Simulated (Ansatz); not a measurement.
## Which is lower?

Two relaxed structures of ZnHSO (charge -1), singlet (PBE0-D4/def2-TZVPD; forces vanish, vibrations not checked).

A:

O1  (-0.790, 0.414, 1.059)
Zn2  (0.113, -0.060, -0.555)
S3  (0.695, -0.356, 1.576)
H4  (0.146, -0.082, -2.104)
(Å)

B:

```json
{"atom": "O1", "x (Å)": "-0.4249", "y (Å)": "0.4154", "z (Å)": "2.5917"}
{"atom": "Zn2", "x (Å)": "-0.3360", "y (Å)": "0.2328", "z (Å)": "0.7647"}
{"atom": "S3", "x (Å)": "-0.2589", "y (Å)": "0.0558", "z (Å)": "-1.3050"}
{"atom": "H4", "x (Å)": "0.1129", "y (Å)": "-0.2455", "z (Å)": "3.0311"}
```

Ansatz 0.2.0; basis: def2-TZVPPD; cores frozen in the correlated methods. The 3s and 3p shells of Cu and Zn are frozen; filled d shells are correlated. B3LYP uses VWN-RPA correlation.

Q: Which structure is lower at CCSD(T), and by how much? (To be estimated.)

A: Computed: B, by 2.477 eV (electronic energy, against the other). By their contacts, A is ZnHSO ([O]1[S][ZnH]1), total charge -1 and B is ZnHSO ([OH][Zn][S]), total charge -1.

All methods give the same order:

```csv
method,E(B) − E(A) (eV)
PBE-D4,-2.328
r2SCAN-D4,-2.417
PBE0-D4,-2.457
B3LYP-D4,-2.450
wB97M-V,-2.430
HF,-2.750
MP2,-2.606
CCSD,-2.535
CCSD(T),-2.477
```

No T1 diagnostic of these runs exceeds 0.020.

Labels in which every atom is bracketed show which atoms are joined, not bond orders.

For scale, one of the runs: CCSD(T)/def2-TZVPPD, 175 basis functions, launched by `ansatz run in.yaml --threads 2 --pin off --events-out ev --progress --plain --max-ram 4352MiB`. Hardware: 2 CPU threads of an Arm Neoverse V1, shared host. Wall time 48 s; peak host memory 1.5 GiB.
